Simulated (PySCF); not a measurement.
Compound: CH₉ClGe₂Si.
SMILES: `[Ge@@H]([CH2]Cl)([GeH3])[SiH3]`

Torsions of this conformer, `[SiH3:1][Ge@@H:2]([GeH3:3])[CH2:4][Cl:5]`: Si1–Ge2–C4–Cl5 -57°.

The closed-shell ground state was solved at several levels (PySCF, density fitting, gas phase). The structure is a single PBE0-D3(BJ)/def2-SVP conformer in the gas phase; no vibrational or solvent corrections. The calculation is non-relativistic and has no spin–orbit coupling, an omission that weighs most on germanium.

```csv
level,basis functions,total energy (Eh),HOMO (eV),LUMO (eV),gap (eV),dipole (D)
CAM-B3LYP/pcSseg-1,192,-4946.9928,-9.11,0.74,9.85,1.64
wB97X-D/def2-SVPD,219,-4946.5550,-9.54,1.22,10.76,1.62
```

Q: Estimate the row for PBE0/pcSseg-1, a basis of 192 functions; the other rows only guide the guess.

A: Total energy -4945.8953 Eh, HOMO -7.93 eV, LUMO -0.32 eV, gap 7.61 eV, dipole 1.60 D.

Q: Over all these levels, which gives the widest orbital gap and which the narrowest?

A: wB97X-D/def2-SVPD (range-separated hybrid) has the widest, 10.76 eV, and PBE0/pcSseg-1 (global hybrid, 25 % exact exchange) the narrowest, 7.61 eV. Functional and basis both differ between the two, so the spread mixes both effects.

Q: How far do the dipole and the HOMO energy spread over the levels?

A: The dipole runs from 1.60 to 1.64 D (mean 1.62 D) and the HOMO from -9.54 to -7.93 eV.

wB97X-D is run here without its empirical dispersion term; that term would change no orbital, density or response property at a fixed geometry.
